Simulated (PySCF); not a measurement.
A small calculation by hand: chemical shift, span and skew from a shielding tensor

ClF₂H₃SSi₂, SMILES F[SiH](F)S[SiH2]Cl. Atoms are numbered in the order given.

```xyz
9

Si     1.2789     0.3214    -1.0647
F      2.4130    -0.1867    -0.0194
F      0.7416     1.7571    -0.5093
S     -0.3584    -1.0437    -1.1724
Si    -1.6849    -0.1280     0.2776
Cl    -0.8207    -0.0497     2.1621
H      1.9101     0.4957    -2.3996
H     -2.0674     1.2580    -0.1282
H     -2.8625    -1.0500     0.3072
```

Geometry: PBE-D3(BJ)/def2-SVP. This is a generated structure with no PubChem entry under its InChIKey; it may be hypothetical. One conformer was computed; it need not be the lowest.

GIAO shieldings from PySCF with HF/pcSseg-1, non-relativistic, no solvent. The symmetric part of the tensor of Si1 has the principal values 376.5, 402.7, 469.0 ppm. The same nucleus in TMS has σ = 393.8 ppm at this level (PySCF, at its B3LYP-D3(BJ)/def2-TZVP geometry). Without spin–orbit terms, shifts of atoms bonded to Cl or Br come out too high.

Task: Work out the isotropic shielding, the ²⁹Si shift against TMS, the span and the skew.

Result: 
σ(iso) = (σ11 + σ22 + σ33)/3 = 416.1 ppm. δ = σ(ref) − σ(iso) = 393.8 − (416.1) = -22.3 ppm.
Span Ω = σ33 − σ11 = 92.5 ppm. Skew κ = 3(σ(iso) − σ22)/Ω = 0.43. Tumbling in solution averages the tensor to δ; in a static solid the shielding alone would spread this spin-1/2 line over Ω.
